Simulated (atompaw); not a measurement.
## An all-electron radial function and its pseudo partner (Ne (Z = 10))

Columns: radius, all-electron u(r) and pseudo u(r) of the 2p shell (level -17.89 eV) of neon in the configuration [He] 2s2 2p5.75; LDA (PW92), scalar-relativistic, PAW (atompaw) scheme, atompaw 4.2.0.5.

| r (bohr) | all-electron | pseudo |
| --- | --- | --- |
| 0.050 | 0.0576 | 0.0080 |
| 0.100 | 0.1822 | 0.0315 |
| 0.150 | 0.3282 | 0.0696 |
| 0.200 | 0.4714 | 0.1206 |
| 0.250 | 0.6000 | 0.1826 |
| 0.300 | 0.7088 | 0.2529 |
| 0.350 | 0.7966 | 0.3287 |
| 0.400 | 0.8642 | 0.4070 |
| 0.450 | 0.9134 | 0.4850 |
| 0.500 | 0.9464 | 0.5599 |
| 0.550 | 0.9656 | 0.6290 |
| 0.600 | 0.9733 | 0.6902 |
| 0.650 | 0.9717 | 0.7419 |
| 0.700 | 0.9625 | 0.7830 |
| 0.750 | 0.9473 | 0.8129 |
| 0.800 | 0.9276 | 0.8315 |
| 0.850 | 0.9043 | 0.8394 |
| 0.900 | 0.8785 | 0.8375 |
| 0.950 | 0.8509 | 0.8271 |
| 1.000 | 0.8220 | 0.8097 |
| 1.050 | 0.7924 | 0.7871 |
| 1.100 | 0.7625 | 0.7608 |
| 1.150 | 0.7325 | 0.7323 |
| 1.200 | 0.7027 | 0.7028 |
| 1.250 | 0.6734 | 0.6735 |
| 1.300 | 0.6446 | 0.6446 |

Problem. How many radial nodes do the two functions have?

Solution. The all-electron 2p function has n − l − 1 = 0; the pseudo-wave has 0.

Problem. Where does each function peak?

Solution. Outermost all-electron maximum near 0.60 bohr, pseudo maximum near 0.85 bohr (to the table’s step).

Problem. Is the pseudo-wave norm-conserving?

Solution. No, it belongs to a PAW set: the norm inside the radius is not constrained, and the difference is carried by the augmentation charge.
